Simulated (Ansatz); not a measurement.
`[OH][AlH][CH2]O[SiH3]` + BH₃ → `[BH2][AlH][OH]` + `CO[SiH3]`  (formal exchange of groups at the Al–C bond)

Gas-phase electronic energies from Ansatz, PBE0-D4/def2-TZVP geometries. CCSD(T)/CBS is the MP2 limit (def2-TZVPP, def2-QZVPP) plus CCSD(T) − MP2 in def2-TZVPP, frozen cores. This one scheme is used for every species. Functionals use def2-TZVPP. B3LYP here is the variant with VWN-RPA as its local correlation; programs differ in this. One conformer a species, not always the lowest.

```tsv
level	ΔE (kcal/mol)	difference from CCSD(T)/CBS
PBE-D4	2.7	0.0
r2SCAN-D4	3.6	0.9
PBE0-D4	2.2	-0.5
B3LYP-D4	2.5	-0.2
ωB97X-V	2.3	-0.4
ωB97M-V	4.0	1.3
B2PLYP	1.9	-0.8
PBE	1.4	-1.3
r2SCAN	3.2	0.5
PBE0	1.0	-1.7
B3LYP	0.5	-2.2
HF/def2-TZVPP	-2.2	-4.9
MP2/def2-TZVPP	4.0	1.3
SCS-MP2/def2-TZVPP	2.9	0.2
CCSD/def2-TZVPP	1.4	-1.3
CCSD(T)/def2-TZVPP	2.4	-0.3
HF/def2-QZVPP	-2.2	-4.9
MP2/def2-QZVPP	4.2	1.5
SCS-MP2/def2-QZVPP	3.0	0.3
HF/CBS(def2)	-2.2	-4.9
MP2/CBS(def2)	4.2	1.5
CCSD/CBS(def2)	1.6	-1.1
CCSD(T)/CBS	2.7	0
```

Largest T1 diagnostic among the species: 0.013.

In def2-TZVPP, CCSD(T) changes the Hartree–Fock value by +4.7 kcal/mol (the triples alone add +1.0 kcal/mol) and MP2 by +6.3 kcal/mol. The D4 term adds +2.1 kcal/mol with B3LYP and +1.2 kcal/mol with PBE0; it sums over pairs of atoms, weighted by their polarisabilities, and B3LYP, whose exchange is more repulsive, gets the larger term.
